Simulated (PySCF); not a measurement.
Compound: C3H2FN3.
Bonds: F1–C2, C2–C3 (aromatic), C3–N4 (aromatic), N4–N5 (aromatic), N5–N6 (aromatic), N6–C7 (aromatic), C2–C7 (aromatic). Hydrogens: H8 on C3; H9 on C7.

The closed-shell ground state was solved at several levels (PySCF, density fitting, gas phase, non-relativistic). Isolated species at its GFN2-xTB geometry, gas phase.

```
            level  basis functions  HOMO (eV)  LUMO (eV)  gap (eV)  dipole (D)
      B3LYP/pcJ-1              209      -7.26      -2.33      4.93        3.61
    PBE0/pcSseg-1              129      -7.60      -2.14      5.46        3.65
wB97X-D/def2-SVPD              159      -9.45      -0.37      9.08        3.57
```

Task: What might PBE0/def2-SVPD (159 basis functions) give for the same quantities?

Result: HOMO -7.49 eV, LUMO -2.17 eV, gap 5.32 eV, dipole 3.51 D.

Task: Over all these levels, which gives the widest orbital gap and which the narrowest?

Result: wB97X-D/def2-SVPD (range-separated hybrid) has the widest, 9.08 eV, and B3LYP/pcJ-1 (global hybrid, 20 % exact exchange) the narrowest, 4.93 eV. Functional and basis both differ between the two, so the spread mixes both effects.

Task: How far do the dipole and the HOMO energy spread over the levels?

Result: The dipole runs from 3.51 to 3.65 D (mean 3.58 D) and the HOMO from -9.45 to -7.26 eV.
